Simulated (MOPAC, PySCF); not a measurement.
C₂H₄O₂Si, SMILES `C(O)([SiH]=C)=O` (C–Si–C–O torsion 0°, Si–C–O–H torsion -180°), neutral singlet in the gas phase. 

Z-matrix (Å, degrees):
```
Si
C 1 1.6974
H 2 1.0833 1 122.97
H 2 1.0841 3 116.28 1 -179.99
H 1 1.4762 2 125.49 3 -0.01
C 1 1.9053 5 116.43 2 179.97
O 6 1.1999 1 123.93 5 179.94
O 6 1.3459 7 123.19 1 -179.98
H 8 0.9711 6 107.18 7 0.01
```
Charge 0, spin multiplicity 1.

All levels are single points at this geometry (PBE0-D3(BJ)/def2-TZVP); Pople sets use spherical d functions. Orbital energies aren't observables, and empty levels follow the basis.

HF/6-31G* in PySCF gives dipole (D) = 1.75.

Estimate the dipole (D) from each of these levels: PBE-D3(BJ)/def2-TZVP in PySCF; PBE0-D3(BJ)/def2-TZVP in PySCF; ωB97X-D3(BJ)/def2-TZVP in PySCF; B3LYP/LANL2DZ in PySCF; AM1 in MOPAC; PM3 in MOPAC; PM6 in MOPAC; PM7 in MOPAC.


```
level                            dipole (D)
-------------------------------  ----------
PBE-D3(BJ)/def2-TZVP in PySCF          1.59
PBE0-D3(BJ)/def2-TZVP in PySCF         1.75
ωB97X-D3(BJ)/def2-TZVP in PySCF        1.93
B3LYP/LANL2DZ in PySCF                 1.39
AM1 in MOPAC                           1.59
PM3 in MOPAC                           1.48
PM6 in MOPAC                           2.78
PM7 in MOPAC                           1.78
```
